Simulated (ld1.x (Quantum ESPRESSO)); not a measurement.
# titanium (Ti) TM: all-electron and pseudo phase curves

titanium (Ti), norm-conserving Troullier–Martins (Kleinman–Bylander form), made with ld1.x (Quantum ESPRESSO) 7.5 (LDA (PZ), scalar-relativistic). Core [Ne], reference 3s2 3p6 3d2 4s2 4p0. Waves: 3p (bound): rc 1.15 bohr; 3d (bound): rc 2.20 bohr; 3s (bound): rc 1.55 bohr. Local part: the s channel. Core correction: none.

Occupied shells without a wave of their own: 4s. They enter only through the test configuration that unscreens the potential.

The phase is arctan(r·u′/u) with u = r·R(r), unwrapped; energies in Ry, scanned from -7 to 5 Ry. A pole is an energy at which the radial function vanishes at the test radius. The pseudo phase is shifted by a multiple of π to meet the all-electron one at the reference energy, and phase errors are pseudo minus all-electron; the curves can meet again beyond the range given. Levels narrower than the energy grid can be missing from the lists of poles.

Task: For each channel, where are the poles, and over which energies does the pseudopotential scatter like the atom?

Result:

```tsv
channel	radius (bohr)	reference energy (Ry)	poles, all-electron	poles, pseudo	unbroken range about the reference energy with phases within 0.05 rad	phase error 1 Ry above the reference energy (rad)
s	2.40	-4.58	-4.52, 3.36	-4.52, 2.50	below -0.9	-0.001
p	2.40	-2.85	-2.73, 4.33	-2.73, 3.88	below 0.1	-0.002
d	2.40	-0.33	0.07	0.08	below 1.6	+0.007
```

The potential misses its own reference levels by up to 0.5 eV.

Phases in the d channel:

```
E (Ry)  all-electron  pseudo
 -7.00         1.413   1.413
 -6.74         1.411   1.411
 -6.48         1.407   1.407
 -6.22         1.404   1.404
 -5.96         1.400   1.400
 -5.70         1.396   1.396
 -5.44         1.392   1.392
 -5.18         1.388   1.388
 -4.92         1.383   1.383
 -4.66         1.377   1.377
 -4.40         1.372   1.372
 -4.14         1.365   1.365
 -3.88         1.358   1.358
 -3.62         1.350   1.350
 -3.36         1.341   1.342
 -3.10         1.331   1.331
 -2.84         1.320   1.320
 -2.58         1.306   1.306
 -2.32         1.289   1.290
 -2.06         1.269   1.269
 -1.80         1.242   1.243
 -1.54         1.206   1.207
 -1.28         1.152   1.153
 -1.02         1.057   1.059
 -0.76         0.843   0.845
 -0.50         0.052   0.054
 -0.24        -1.184  -1.184
  0.02        -1.534  -1.532
  0.28        -1.673  -1.670
  0.54        -1.760  -1.754
  0.80        -1.831  -1.822
  1.06        -1.905  -1.890
  1.32        -1.991  -1.966
  1.58        -2.108  -2.064
  1.84        -2.284  -2.203
  2.10        -2.575  -2.417
  2.36        -3.044  -2.762
  2.62        -3.587  -3.246
  2.88        -3.979  -3.712
  3.14        -4.211  -4.027
  3.40        -4.351  -4.221
  3.66        -4.444  -4.344
  3.92        -4.509  -4.428
  4.18        -4.558  -4.489
  4.44        -4.597  -4.535
  4.70        -4.628  -4.571
  4.96        -4.655  -4.601
```
